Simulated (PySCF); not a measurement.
## Computed structure and properties of Sm2O(OH)2

System: Sm2O(OH)2 (singlet in the valence; each metal's 4f electrons, 6 of them, lie in its core potential, out of spins and levels); start: template (C2v). Method: PySCF 2.14.0, RKS PBE0, Sm lcecp-0-SVP with ECP52, O def2-SVP, H def2-SVP; non-relativistic Hamiltonian with scalar-relativistic core potentials where named; density fitting; no spin-orbit coupling.

Input of the relaxation:

```python
mol = gto.M(atom='''
Sm    -0.00199     0.00000     2.28540
Sm    -0.00199    -0.00000    -2.28540
O     -0.00199    -0.00000     0.00000
O     -0.00199     0.00000     4.62400
H      0.34801     0.00000     5.52400
O     -0.00199    -0.00000    -4.62400
H      0.34801    -0.00000    -5.52400''',
    basis={'Sm': 'lcecp-0-SVP', 'O': 'def2-SVP', 'H': 'def2-SVP'},
    ecp={'Sm': 'lcecp-0-SVP'},
    charge=0, spin=0)
mf = dft.RKS(mol, xc='PBE0')
mf.grids.atom_grid = (50, 194)  # f atoms: unpruned, at least (60, 302)
mf = mf.density_fit()  # fitting sets: Sm AutoAux, O def2-universal-JKFIT, H def2-universal-JKFIT
mf.conv_tol = 1e-08; mf.max_cycle = 55
mf.kernel(dm0)  # dm0: converged density of the start geometry
# quasi-Newton relaxation in Cartesian coordinates to a largest gradient under 0.00045 Eh/bohr, steps kept in the point group
```

Run from Python with OMP_NUM_THREADS=2; the lines above give its settings. Where DIIS fails, smearing, a level shift and second-order steps follow.
It took 3.2 min on 2 threads of AMD EPYC 9R45 96-Core Processor (Zen 5), on a shared host, from the converged density of the start.

Course of the relaxation:

```csv
step,energy above end (eV),largest force component within the symmetry (eV/Å)
0,0.6710,0.787
1,0.5545,0.550
2,0.4692,0.312
3,0.4547,0.218
4,0.4209,0.157
5,0.4159,0.243
6,0.4095,0.277
7,0.3903,0.443
29,0.0056,0.143
30,0.0048,0.217
31,0.0008,0.074
32,0.0004,0.023
33,0.0000,0.017
34,0.0000,0.012
```
(The steps between are left out.)

Relaxed geometry (C2v):

```xyz
7

Sm   -1.2728    0.0000    2.1603
Sm   -1.2728    0.0000   -2.1603
O    -1.5655    0.0000    0.0000
O     0.7208    0.0000    3.0751
H     1.6778    0.0000    3.1444
O     0.7208    0.0000   -3.0751
H     1.6778    0.0000   -3.1444
```

| contact | Å |
| --- | --- |
| Sm1–O3 (O) | 2.180 |
| Sm1–O4 (OH) | 2.194 |
| Sm2–O6 (OH) | 2.194 |

On the finer grid (75, 302):

- HOMO: not given (4f levels lie in the core)
- LUMO: not given (4f levels lie in the core)
- Dipole about the centre of mass: 7.09 D
- Set of Mulliken populations of Sm1 outside the core potential: s 2.12, p 6.14, d 0.88, f 0.04
- D3(BJ) dispersion energy (not in the energies): -0.109 eV

| atom | Mulliken (e) | Löwdin (e) | spin (e) |
| --- | --- | --- | --- |
| Sm1 | 0.81 | 0.69 | 0.00 |
| Sm2 | 0.81 | 0.69 | 0.00 |
| O3 | -0.75 | -0.63 | 0.00 |
| O4 | -0.59 | -0.42 | 0.00 |
| H5 | 0.15 | 0.05 | 0.00 |
| O6 | -0.59 | -0.42 | 0.00 |
| H7 | 0.15 | 0.05 | 0.00 |

The 4f levels lie in the core potential and are missing. Their spin isn't counted.

On the grid (50, 194), as all that follows. Harmonic modes: a minimum within the noise of the softest modes; lowest 20 cm⁻¹ (negative: unstable), highest 3956 cm⁻¹, zero-point energy 0.729 eV.

Rigid scan of O along the line from its metal:

(distance to O3 (Å), energy (eV)): (1.88, 1.200), (1.98, 0.504), (2.08, 0.121), (2.18, 0.000), (2.28, 0.119), (2.38, 0.488), (2.58, 2.151)

Taking off one OH (charge -1, singlet; the rest: singlet) in vacuum, both parts rigid, costs 8.91 eV; the small basis without counterpoise inflates it. Most of it is the attraction of opposite charges; other ways to part are cheaper, and one spin state was tried for the rest.

Rigid scan of OH along the line from its metal:

(distance to O4 (Å), energy (eV)): (1.89, 0.964), (1.99, 0.370), (2.09, 0.080), (2.19, 0.000), (2.29, 0.061), (2.39, 0.213), (2.59, 0.664), (2.89, 1.451), (3.29, 2.417), (3.79, 3.336)

One start shape was tried, so this needn't be the lowest isomer.

An lcecp potential fixes the number of 4f electrons, so in runs with it no electron can move into or out of that shell.
